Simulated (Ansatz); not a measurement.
Start from `C[S][Zn][Br]` and change one element to get `C[S][Zn][F]`.

Ansatz, PBE0-D4/def2-TZVP geometries, multiplicity 1. Each molecule was computed in one conformer, which needn't be the lowest.

Scalar relativity is left out up to krypton.

```json
{"property": "LUMO energy (B3LYP/def2-TZVPP) / eV", "`C[S][Zn][Br]`": "-1.53"}
{"property": "LUMO energy (ωB97M-V/def2-TZVPP) / eV", "`C[S][Zn][Br]`": "0.44"}
{"property": "HOMO energy (B3LYP/def2-TZVPP) / eV", "`C[S][Zn][Br]`": "-6.83"}
{"property": "size of the dipole moment (ωB97M-V/def2-TZVPP) / D", "`C[S][Zn][Br]`": "1.92"}
{"property": "ideal-gas entropy at 298 K and 1 bar (rigid rotor, harmonic PBE0-D4/def2-TZVP) / J/(mol·K)", "`C[S][Zn][Br]`": "361"}
{"property": "zero-point energy (PBE0-D4/def2-TZVP) / kJ/mol", "`C[S][Zn][Br]`": "104.8"}
```

(1) What does the change do to each property? (Estimate.)

## Answers

(1) The calculation gave: 
```json
{"property": "LUMO energy (B3LYP/def2-TZVPP) / eV", "`C[S][Zn][F]`": "-1.57", "shift": "-0.04"}
{"property": "LUMO energy (ωB97M-V/def2-TZVPP) / eV", "`C[S][Zn][F]`": "0.43", "shift": "-0.01"}
{"property": "HOMO energy (B3LYP/def2-TZVPP) / eV", "`C[S][Zn][F]`": "-6.93", "shift": "-0.10"}
{"property": "size of the dipole moment (ωB97M-V/def2-TZVPP) / D", "`C[S][Zn][F]`": "2.44", "shift": "0.52"}
{"property": "ideal-gas entropy at 298 K and 1 bar (rigid rotor, harmonic PBE0-D4/def2-TZVP) / J/(mol·K)", "`C[S][Zn][F]`": "337", "shift": "-24"}
{"property": "zero-point energy (PBE0-D4/def2-TZVP) / kJ/mol", "`C[S][Zn][F]`": "107.5", "shift": "2.7"}
```

Dipoles are sizes alone; their direction can turn.

B3LYP here is the variant with VWN-RPA as its local correlation; programs differ in this.

Spin–orbit coupling is left out; it splits and shifts lone-pair levels of the heavy atoms by tenths of an eV.
